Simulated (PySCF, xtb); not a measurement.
C3H7FSi, SMILES FC1C[SiH2]C1.

Harmonic wavenumbers (cm⁻¹) from GFN2-xTB in xtb 6.7.1 at its own minimum, in rising order: 79, 370, 405, 448, 451, 503, 608, 686, 718, 754, 773, 813, 899, 1003, 1035, 1080, 1160, 1180, 1199, 1255, 1312, 1456, 1462, 2274, 2289, 2935, 3011, 3016, 3021, 3024.

Q: What does ωB97X-D3(BJ)/def2-SVP in PySCF 2.14.0 give at its own minimum? (An estimate is asked for; the answer gives what the named calculation found.)

A: 137, 372, 421, 458, 512, 523, 674, 726, 760, 812, 888, 913, 975, 977, 1070, 1090, 1120, 1183, 1217, 1331, 1393, 1418, 1458, 2263, 2268, 3080, 3100, 3104, 3189, 3189. Paired by order, the mean absolute difference is 56 cm⁻¹ and the zero-point energies are 56.1 and 58.1 kcal/mol.
